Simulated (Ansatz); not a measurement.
Compare A (`NC[SiH2][SiH2]Cl`) with its isomer B (`CN[SiH]([SiH3])Cl`).

Gas-phase electronic energies from Ansatz, PBE0-D4/def2-TZVP geometries. CCSD(T)/CBS adds triple-zeta CCSD(T) − MP2 to the extrapolated MP2 energy (def2 sets, frozen cores). Functionals use def2-TZVPP. B3LYP here is the variant with VWN-RPA as its local correlation; programs differ in this. Each species was taken in one conformer, which may not be the lowest.

(1) Which isomer does CCSD(T)/CBS put lower? Give the gap. (Estimate.)

(2) Give E(B) − E(A) in kJ/mol with r2SCAN-D4, CCSD(T)/def2-TZVPP, ωB97M-V, CCSD/def2-TZVPP, B3LYP, HF/def2-TZVPP, BLYP-D4. (An estimate is asked.)

(3) Does the order hold for the free energy at 298.15 K (harmonic terms from PBE0-D4)? (Estimate.)

Largest T1 diagnostic: 0.011.

Answers

(1) Ansatz gave: B, by 79.6 kJ/mol.

(2) Ansatz gave: r2SCAN-D4 -80.1, CCSD(T)/def2-TZVPP -79.5, ωB97M-V -79.2, CCSD/def2-TZVPP -79.6, B3LYP -78.9, HF/def2-TZVPP -84.0, BLYP-D4 -81.7. None reverses the order clearly.

(3) Ansatz gave: Yes: G(B) − G(A) = -79.9 kJ/mol, for one conformer each. Modes under 60 cm⁻¹, often nearly free rotors, make the harmonic entropy too high.

From BLYP to BHLYP (50 % exact exchange), in def2-TZVPP and without D4, E(B) − E(A) moves by −5.3 kJ/mol. Leaving LDA and LC-ωPBE aside and taking each functional with its dispersion term where it has one, the values, not all of them listed here, spread over 10.5 kJ/mol, from BHLYP-D4 to PBE-D4. LDA lies −6.3 kJ/mol from PBE without D4.
